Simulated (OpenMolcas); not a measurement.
OpenMolcas run: Ti2+

Input:

```
&GATEWAY
Coord
1

Ti 0.0 0.0 0.0
Basis=ANO-L-VDZP
Group=XYZ
NoMove
AngMom=0.0 0.0 0.0
AMFI
&SEWARD
&RASSCF
FileOrb=start.orb
Symmetry=1
Spin=3
nActEl=2 0 0
Inactive=3 6
Ras2=5 0
CIRoot=10 10 1
SDav=10
CIMx=300
Iter=120 100
PrWF=0.3
OrbListing=Nothing
MaxOrb=0
Atom
>>> COPY $Project.JobIph JOBPRE
&RASSCF
FileOrb=start.orb
Symmetry=1
Spin=3
nActEl=2 0 0
Inactive=3 6
Ras2=10 0
CIRoot=10 10 1
SDav=45
CIMx=300
Iter=120 100
PrWF=0.3
OrbListing=Nothing
MaxOrb=0
Atom
>>> COPY $Project.JobIph JOB001
&RASSCF
FileOrb=start.orb
Symmetry=1
Spin=1
nActEl=2 0 0
Inactive=3 6
Ras2=10 0
CIRoot=27 27 1
SDav=55
CIMx=300
Iter=120 100
PrWF=0.3
OrbListing=Nothing
MaxOrb=0
Atom
CIOnly
>>> COPY $Project.JobIph JOB002
&RASSI
NrOfJobIphs=2 10 15
1 2 3 4 5 6 7 8 9 10
1 2 3 4 5 6 7 8 9 10 11 12 13 14 15
IphNames
JOB001
JOB002
EJob
SpinOrbit
DIPRint=1.0
SOCoupling=1000.0
Subsets=2
MEES
Property=10
'ANGMOM' 1 'ANGMOM' 2 'ANGMOM' 3 'MLTPL  1' 1 'MLTPL  1' 2 'MLTPL  1' 3
'AMFI' 1 'AMFI' 2 'AMFI' 3 'MLTPL  2' 6
SOProperty=3
'ANGMOM' 1 'ANGMOM' 2 'ANGMOM' 3
```

Launched by
```bash
OMP_NUM_THREADS=1 MOLCAS_MEM=2252 MOLCAS_PROJECT=a pymolcas a.inp > a.log  # once for each step of the input, in one work folder
```

A driver script runs the steps one by one and writes start.orb anew before each from the orbitals found so far, so a CI-only block uses the converged orbitals of the first block.

Output, cut to the results:

```
--- SEWARD ---
Basis set label: TI.ANO-L...5S4P2D1F.

      Electronic valence basis set:
      ------------------
      Associated Effective Charge  22.000000 au
      Associated Actual Charge     22.000000 au
      Nuclear Model: Point charge

      Shell  nPrim  nBasis  Cartesian Spherical Contaminant
         s      21       5        X
         p      15       4        X
         d      10       2                 X
         f       6       1                 X
                  Atomic mean-field integrals
--- RASSCF ---
Wave function specifications:
      -----------------------------

      Number of closed shell electrons          18
      Number of electrons in active shells       2
      Max number of holes in RAS1 space          0
      Max nr of electrons in RAS3 space          0
      Number of inactive orbitals                9
      Number of active orbitals                 10
      Number of secondary orbitals              15
      Spin quantum number                      1.0
      State symmetry                             1
Orbital specifications:
      -----------------------

      Symmetry species                           1   2
                                                ag  au
      Frozen orbitals                            0   0
      Inactive orbitals                          3   6
      Active orbitals                           10   0
      RAS1 orbitals                              0   0
      RAS2 orbitals                             10   0
      RAS3 orbitals                              0   0
      Secondary orbitals                         2  13
      Deleted orbitals                           0   0
      Number of basis functions                 15  19
      Number of CSFs                            45
      Number of root(s) required                10
      Iter CI   SX   CI       RASSCF       Energy    max ROT     max BLB   max BLB  Level Ln srch  Step   QN
          iter iter root      energy       change     param      element    value   shift minimum  type update
 Nr of preliminary CI iterations:   1
        1   1    3    0  -847.71166290    0.00E+00  -9.95E-05    6  10 2 -4.70E-04*  0.00   0.00    SX    NO
        2   1    3    0  -847.71166319   -2.99E-07*  4.77E-06    3  14 1  2.45E-05   0.00   0.00    SX    NO
        3   1    3    0  -847.71166320   -8.89E-10   2.52E-06    6  10 2 -1.14E-05   0.00   0.00    SX    NO
        4   1    2    0  -847.71166320   -2.23E-10   2.12E-07    3  14 1  1.09E-06   0.00   0.00    SX    NO
      Convergence after  4 iterations
        5   1    2    0  -847.71166320   -1.59E-12   2.12E-07    3  14 1  3.34E-07   0.00   0.00    SX    NO
      Natural orbitals and occupation numbers for root  1
      sym 1:   0.830981   0.168755  -0.000000   0.168755   0.830981   0.000220   0.000045   0.000220   0.000000   0.000045
      Natural orbitals and occupation numbers for root  2
      sym 1:  -0.000000   0.739823   0.739823   0.259913   0.259913   0.000069   0.000196   0.000069  -0.000000   0.000196
      Natural orbitals and occupation numbers for root  3
      sym 1:   0.171303  -0.000000   0.171303   0.828432   0.828432   0.000045  -0.000000   0.000219   0.000219   0.000045
::    RASSCF root number  1 Total energy:   -847.72973908
::    RASSCF root number  2 Total energy:   -847.72973908
::    RASSCF root number  3 Total energy:   -847.72973908
::    RASSCF root number  4 Total energy:   -847.72973908
::    RASSCF root number  5 Total energy:   -847.72973908
::    RASSCF root number  6 Total energy:   -847.72973908
::    RASSCF root number  7 Total energy:   -847.72973908
::    RASSCF root number  8 Total energy:   -847.66948614
::    RASSCF root number  9 Total energy:   -847.66948614
::    RASSCF root number 10 Total energy:   -847.66948614
--- RASSCF ---
Wave function specifications:
      -----------------------------

      Number of closed shell electrons          18
      Number of electrons in active shells       2
      Max number of holes in RAS1 space          0
      Max nr of electrons in RAS3 space          0
      Number of inactive orbitals                9
      Number of active orbitals                 10
      Number of secondary orbitals              15
      Spin quantum number                      0.0
      State symmetry                             1
Orbital specifications:
      -----------------------

      Symmetry species                           1   2
                                                ag  au
...
--- RASSI ---
SPIN-FREE ENERGIES:
  (Shifted by EMIN (a.u.) =       -847.7297390776)

 SF State       Relative EMIN(au)   Rel lowest level(eV)    D:o, cm**(-1)      L_eff

     1             0.0000000000        0.0000000000              0.0000         3.0
     2             0.0000000000        0.0000000000              0.0000         3.0
     3             0.0000000000        0.0000000000              0.0000         3.0
     4             0.0000000000        0.0000000000              0.0000         3.0
     5             0.0000000000        0.0000000000              0.0000         3.0
     6             0.0000000000        0.0000000000              0.0000         3.0
     7             0.0000000000        0.0000000000              0.0000         3.0
    11             0.0497884518        1.3548127931          10927.3021         2.0
    12             0.0497884518        1.3548127931          10927.3021         2.0
    13             0.0497884518        1.3548127931          10927.3021         2.0
    14             0.0497884518        1.3548127931          10927.3021         2.0
    15             0.0497884518        1.3548127931          10927.3021         2.0
    10             0.0602529397        1.6395660152          13223.9917         1.0
     8             0.0602529397        1.6395660152          13223.9917         1.0
     9             0.0602529397        1.6395660152          13223.9917         1.0
    16             0.0775917665        2.1113795287          17029.4244         4.0
    17             0.0775917665        2.1113795287          17029.4244         4.0
    18             0.0775917665        2.1113795287          17029.4244         4.0
    19             0.0775917665        2.1113795287          17029.4244         4.0
    20             0.0775917665        2.1113795287          17029.4244         4.0
    21             0.0775917665        2.1113795287          17029.4244         4.0
...
```

Levels above the lowest, from the spin-orbit matrix, grouped by J:

```tsv
Configuration	Term	J	E (cm⁻¹)	Measured (cm⁻¹)	g	Term weight %
3d²	³F	2	0.0	0.0	0.666	100
3d²	³F	3	197	185	1.084	100
3d²	³F	4	454	420	1.251	100
3d²	¹D	2	11178	8474	1.003	99
3d²	³P	0	13356	10538		100
3d²	³P	1	13422	10604	1.501	100
3d²	³P	2	13563	10721	1.498	99
3d²	¹G	4	17292	14398	1.000	100
3d²	¹S	0	41309	32476		100
```

Against the 8 measured excited levels shown (Corliss and Sugar, J. Phys. Chem. Ref. Data 8, 1 (1979)) the mean absolute deviation is 2900 cm-1; the largest miss in energy is 3d² ¹S₀: computed 41309, measured 32476 cm⁻¹ (+27.2 %).

Without dynamic correlation excited terms often stand tens of per cent too high (terms of higher spin than the ground term too low), and those without a measured partner can miss by more than the paired ones. Terms from blocks run as CI alone lack orbitals of their own. Active for correlation alone: 4d; no level in the range computed is led by a configuration that fills it, so any true level of that kind is missing. Measured partners are found by configuration, term and J. A level has none where our copy of the source lacks it or the pairing is in doubt (some pairs that miss far off the trend of their configuration count as doubtful), and it then counts in no deviation. Levels of configurations outside the active space are missing. The first state left out of the spin-orbit step lies near 130000 cm-1 above the lowest spin-free state of the reference (among the parities and spins computed), and the list stops at four fifths of that energy or lower.

The RASSCF and RASSI steps took 5 s on 1 thread of Intel(R) Xeon(R) 6975P-C (Granite Rapids), with other jobs on the host; the integral step is not counted.

The term weight is that of the spin-free term in the level, not the purity of its configuration.
